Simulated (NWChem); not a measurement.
System: SiBiH₃F₂; SMILES [Bi]([F])([F])[SiH3]

```xyz
7

Bi    -0.0485     0.4300     0.1864
F      1.5651     0.5174    -1.0575
F     -1.4766     0.4862    -1.2682
Si    -0.0115    -2.2649     0.0430
H     -1.2684    -2.8258     0.6291
H      1.1610    -2.8021     0.8009
H      0.0940    -2.6261    -1.3991
```
Atoms are numbered in this order, from 1.

Level: PBE0/def2-SVP with def2 effective core potentials on Bi (NWChem), optimised geometry, unscaled harmonic frequencies. def2 effective core potentials on Bi; no spin-orbit coupling.

| frequency (cm⁻¹) | IR intensity (km/mol) |
|---|---|
| 74 | 0.4 |
| 103 | 0.1 |
| 106 | 9.7 |
| 171 | 8.4 |
| 275 | 9.5 |
| 444 | 10.3 |
| 453 | 9.3 |
| 575 | 65.8 |
| 582 | 57.7 |
| 829 | 298.2 |
| 922 | 32.2 |
| 928 | 43.8 |
| 2215 | 70.5 |
| 2230 | 85.3 |
| 2260 | 53.2 |

```json
{
 "zero_point_energy": "17.4 kcal/mol",
 "thermal correction to the enthalpy at 298.15 K (with zero-point energy)": "22.5 kcal/mol",
 "heat capacity Cv": "21.8 cal/(mol K)",
 "entropy at 298.15 K and 1 atm (symmetry number 1)": "88.3 cal/(mol K)"
}
```

Rigid rotor and harmonic oscillator; modes under 100 cm⁻¹ make the entropy uncertain.
